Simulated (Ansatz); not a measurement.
One change: `CB(O)CN` becomes `NCB(O)[SeH]`.

Ansatz, PBE0-D4/def2-TZVP geometries, multiplicity 1. Each molecule was computed in one conformer, which needn't be the lowest.

Scalar relativity is left out up to krypton.

```
                                          property  `CB(O)CN`
               HOMO energy (B3LYP/def2-TZVPP) / eV      -6.55
             LUMO energy (ωB97M-V/def2-TZVPP) / eV       2.00
                 HOMO energy (PBE/def2-TZVPP) / eV      -5.27
              HOMO–LUMO gap (PBE0/def2-TZVPP) / eV       7.44
    size of the dipole moment (PBE/def2-TZVPP) / D       2.01
size of the dipole moment (ωB97M-V/def2-TZVPP) / D       2.10
```

(1) Give the same properties after the change, and the shifts. (Best estimate.)

## Answers

(1) Computed: 
```json
{"property": "HOMO energy (B3LYP/def2-TZVPP) / eV", "`NCB(O)[SeH]`": "-6.42", "shift": "0.13"}
{"property": "LUMO energy (ωB97M-V/def2-TZVPP) / eV", "`NCB(O)[SeH]`": "1.55", "shift": "-0.45"}
{"property": "HOMO energy (PBE/def2-TZVPP) / eV", "`NCB(O)[SeH]`": "-5.24", "shift": "0.03"}
{"property": "HOMO–LUMO gap (PBE0/def2-TZVPP) / eV", "`NCB(O)[SeH]`": "6.54", "shift": "-0.90"}
{"property": "size of the dipole moment (PBE/def2-TZVPP) / D", "`NCB(O)[SeH]`": "2.25", "shift": "0.24"}
{"property": "size of the dipole moment (ωB97M-V/def2-TZVPP) / D", "`NCB(O)[SeH]`": "2.41", "shift": "0.31"}
```

With PBE0 the HOMO rises by 0.13 eV and the LUMO falls by 0.77 eV, so the gap narrows by about 0.90 eV. PBE moves the HOMO by 0.03 eV and ωB97M-V by 0.21 eV. Dipoles are sizes alone; their direction can turn.

B3LYP here is the variant with VWN-RPA as its local correlation; programs differ in this.

Spin–orbit coupling is left out; it splits and shifts lone-pair levels of the heavy atoms by tenths of an eV.
